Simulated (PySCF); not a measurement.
Below is a simulated gas-phase B 1s photoelectron spectrum of `NBB(F)F`.

Every computed line was given a Gaussian of 1.0 eV full width at half maximum and an area set by the number of equivalent atoms; the highest printed point is 100. Method used: delta-SCF UKS SCAN, pcX-2 on the ionised atom, pcseg-1 elsewhere, spin-free X2C (PySCF).

| binding energy (eV) | intensity |
| --- | --- |
| 194.5 | 0 |
| 194.6 | 1 |
| 194.7 | 1 |
| 194.8 | 3 |
| 194.9 | 5 |
| 195.0 | 9 |
| 195.1 | 14 |
| 195.2 | 22 |
| 195.3 | 32 |
| 195.4 | 44 |
| 195.5 | 58 |
| 195.6 | 72 |
| 195.7 | 85 |
| 195.8 | 95 |
| 195.9 | 100 |
| 196.0 | 99 |
| 196.1 | 93 |
| 196.2 | 83 |
| 196.3 | 70 |
| 196.4 | 56 |
| 196.5 | 42 |
| 196.6 | 30 |
| 196.7 | 20 |
| 196.8 | 13 |
| 196.9 | 8 |
| 197.0 | 4 |
| 197.1 | 2 |
| 197.2 | 1 |
| 197.3 | 1 |
| 197.4 | 0 |
| 197.5 | 0 |
| 197.6 | 0 |
| 197.7 | 0 |
| 197.8 | 1 |
| 197.9 | 2 |
| 198.0 | 4 |
| 198.1 | 6 |
| 198.2 | 11 |
| 198.3 | 17 |
| 198.4 | 26 |
| 198.5 | 37 |
| 198.6 | 50 |
| 198.7 | 65 |
| 198.8 | 78 |
| 198.9 | 90 |
| 199.0 | 97 |
| 199.1 | 100 |
| 199.2 | 97 |
| 199.3 | 89 |
| 199.4 | 78 |
| 199.5 | 64 |
| 199.6 | 50 |
| 199.7 | 36 |
| 199.8 | 25 |
| 199.9 | 17 |
| 200.0 | 10 |
| 200.1 | 6 |
| 200.2 | 3 |
| 200.3 | 2 |
| 200.4 | 1 |
| 200.5 | 0 |

**Question.** How many maxima does the curve show, and how many computed lines lie under it?

**Answer.** The curve has 2 maxima (at 195.9 and 199.1 eV). Under it lie 2 lines from 2 inequivalent boron sites.

**Question.** Decompose the envelope and assign each component. Numbering: `[NH2:1][BH:2][B:3]([F:4])[F:5]`.

**Answer.** 
```tsv
position (eV)	relative area	line	atoms	environment
195.94	1	B 1s	B2	three-coordinate boron
199.10	1	B 1s	B3	three-coordinate boron
```

**Question.** What are the centre and the root-mean-square width of the whole band?

**Answer.** The area-weighted mean of the lines is 197.52 eV. Their own spread about it is 1.58 eV (rms) and each Gaussian has σ = 1.0/2.355 = 0.42 eV; the variances add, which gives 1.63 eV.

**Question.** Above which line width would these two lines show one maximum?

**Answer.** Two equal Gaussians merge once their distance is under 2σ = FWHM/1.177. With 3.15 eV between them that is a full width over 3.71 eV.

The listed B 1s values span 3.16 eV, from B2 (bonded to N, H and B) to B3 (bonded to 2 F and B). Summing the Pauling electronegativity differences to the bonded atoms, each weighted by its formal bond order, gives +1.16 for the lowest site and +3.88 for the highest.

Shake-up satellites, vibrational structure and lifetime widths aren't simulated. The unrestricted hole states depart most from a pure doublet (⟨S²⟩ = 0.75; over 0.85 named) for B 1s of B2 (0.86), which makes this value less certain. Isolated species at its PBE0-D3(BJ)/def2-SVP geometry, gas phase.

Shape of the structure used: `[NH2:1][BH:2][B:3]([F:4])[F:5]`: N1–B2–B3–F4 -88°, H–N1–B2–B3 -179°, H–N1–B2–B3 0°.
